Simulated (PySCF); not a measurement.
Compound: C4H12S4Zn (charge -2 and singlet state).
Geometry (PBE0-D3(BJ)/def2-SVP, Å), atoms numbered from 1 in this order:
```xyz
21
C4H12S4Zn angstrom
C     -2.086    0.256   -1.560
S     -0.671    1.384   -1.363
Zn     0.962   -0.206   -0.559
S      0.922   -0.077    1.861
C     -0.752    0.598    2.099
S      0.309   -2.402   -1.260
C     -0.667   -2.862    0.206
S      3.137    0.454   -1.236
C      3.018    2.104   -0.473
H     -2.672    0.157   -0.626
H     -2.777    0.619   -2.346
H     -1.725   -0.751   -1.838
H     -1.511   -0.202    2.195
H     -0.806    1.218    3.014
H     -1.024    1.219    1.225
H     -0.687   -3.961    0.338
H     -0.231   -2.398    1.109
H     -1.716   -2.519    0.126
H      4.017    2.576   -0.394
H      2.371    2.783   -1.059
H      2.583    2.025    0.539
```

Theory: PBE0-D3(BJ)/def2-SVP geometry optimisation, gas phase (PySCF).

Which atoms are bound to Zn3, and at what distances?

4 atoms: S8 2.371 Å, S6 2.396 Å, S2 2.417 Å, S4 2.424 Å. The nearest atom not counted as bound is H21, at 2.97 Å.

List the angles at Zn3.

| angle | degrees | distance of the outer atoms (Å) |
| --- | --- | --- |
| S6–Zn3–S8 | 114.9 | 4.02 |
| S2–Zn3–S8 | 110.0 | 3.92 |
| S4–Zn3–S6 | 109.7 | 3.94 |
| S2–Zn3–S6 | 108.7 | 3.91 |
| S2–Zn3–S4 | 106.6 | 3.88 |
| S4–Zn3–S8 | 106.6 | 3.84 |

What is the shape at Zn3?

Distorted tetrahedral: angles from 106.6° to 114.9°; τ4 = (360° − α − β)/141° = 0.96 with α and β the two widest (0 for a square, 1 for a tetrahedron). The Zn–S distances aren't all alike: 2.371 to 2.424 Å.

What are the other bond lengths?

C1–S2 and 3 like bonds 1.821 Å. (A selection.)

Give some angles away from the centre.

C1–S2–Zn3 98.8°, Zn3–S6–C7 98.2°, Zn3–S8–C9 94.2°.

What are the rotational constants (commonest isotopes, rigid rotor)?

A = 680.6, B = 518.5, C = 506.2 MHz: an asymmetric top.

Point group: C1 (no symmetry element, even within 0.4 Å). Charge -2, singlet. Whether so highly charged an anion holds all its electrons in the gas phase wasn't checked; a finite basis holds them in any case. No counter-ion or solvent screens the charge of this multiply charged ion. The geometry's basis has no diffuse functions, a weakness for an anion. No frequency check.
